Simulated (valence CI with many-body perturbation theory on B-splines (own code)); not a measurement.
# Basis-set convergence for Gd LIX

Calculated by valence CI with perturbative core correlation (CI+MBPT): four valence electrons over a frozen Dirac-Fock core [He], radial functions for each j: 9 s, 9 p, 8 d, 6 f, 3 g, 1 h, with the one-electron correlation potential Σ1 (screened to all orders), the two-electron term Σ2, the three-electron term Σ3, Breit, model QED; selected single and double excitations, second order for the rest, scaled by the run's own slope (own B-spline code, finite nucleus).

The last digits are not significant, and no measured levels were compared; by estimate large intervals hold to a few tenths of a per cent, small ones and those within an open d or f shell to about a per cent.

The reference run has the lowest level (2s^2 2p1/2^2) J=0 and an ionisation energy of 13184.9 eV. Its largest variational space holds 20000 state functions.

Levels are named by their leading jj configuration (3d3/2^4 stands for four electrons in 3d with j = 3/2), which in mixed levels can hold well under half, so a name can repeat and another be missing. Letters in brackets count levels of one name in rising energy.

Changed runs:
A. basis 6 s, 6 p, 5 d, 3 f, 1 g
B. basis 5 s, 5 p, 4 d, 2 f

Excitation energies of the reference run in cm⁻¹, and shifts in cm⁻¹:

```csv
Level,Reference,A,B
(2s^2 2p1/2 2p3/2) J=1,5832750,+21,-184
(2s^2 2p1/2 2p3/2) J=2,5973480,+161,+180
(2s 2p1/2^2 2p3/2) J=2,7767320,-10,-254
(2s 2p1/2^2 2p3/2) J=1,8361250,+95,+207
(2s^2 2p3/2^2) J=2,11944900,+123,-30
(2s^2 2p3/2^2) J=0,12358000,+104,+188
(2s 2p1/2 2p3/2^2) J=2 [a],13412600,-67,-584
(2s 2p1/2 2p3/2^2) J=3,13740500,+193,+44
(2s 2p1/2 2p3/2^2) J=0,14133700,+0.3,-54
(2s 2p1/2 2p3/2^2) J=1 [a],14285900,+126,+69
(2s 2p1/2 2p3/2^2) J=2 [b],14367100,+256,+423
(2s 2p1/2 2p3/2^2) J=1 [b],14395000,+143,+238
Ionisation energy (eV),13184.9,+0.001,-0.081
```
